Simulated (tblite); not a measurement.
Q: What does the GFN2-xTB structure of `CC/C(=C/[SiH3])[Si@H](C)O` look like in three dimensions?

A: 
Z-matrix in Å and degrees, rows numbered from 1:
```
C 
C   1  1.5282
C   2  1.5062  1  110.32
C   3  1.3358  2  119.56  1   103.07
Si  4  1.8746  3  129.88  2  -178.85
Si  3  1.9006  2  115.50  1   -75.77
C   6  1.9012  3  108.82  2  -118.71
O   6  1.6315  3  112.61  2   115.26
H   1  1.0881  2  110.09  3   -60.53
H   1  1.0879  2  110.56  3   179.39
H   1  1.0870  2  110.36  3    58.94
H   2  1.0924  1  109.12  3  -120.48
H   2  1.0936  1  109.13  3   121.48
H   4  1.0903  3  116.90  2     1.66
H   5  1.4681  4  110.07  3   -98.61
H   5  1.4707  4  113.38  3    23.04
H   5  1.4677  4  108.12  3   142.24
H   6  1.4621  3  111.50  2     4.35
H   7  1.0858  6  110.61  3  -174.09
H   7  1.0851  6  111.41  3    66.29
H   7  1.0863  6  111.79  3   -53.93
H   8  0.9536  6  121.35  3    60.34
```

Of the pairs four or more bonds apart, Si6···H11 is among the closest relative to their van der Waals radii: 3.04 Å, 92 % of the sum of Bondi's values. O8 (silanol oxygen) is bent (angle 121.3°). Si5 (SiH3 silicon) is distorted tetrahedral (angles from 107.6° to 113.4°). The C–C distances run from 1.336 Å (C3=C4, drawn double) to 1.528 Å (C1–C2, drawn single), a spread of 0.192 Å.

Computed geometry: GFN2-xTB, gas phase.

Point group: C1 (no symmetry element, even within 0.4 Å). Its GFN2-xTB frequencies are all real (lowest 41 cm⁻¹). The numbers are those of one conformer (C1–C2–C3–C4 103°, C2–C3–Si6–C7 -119°, C3–Si6–O8–H 60°).
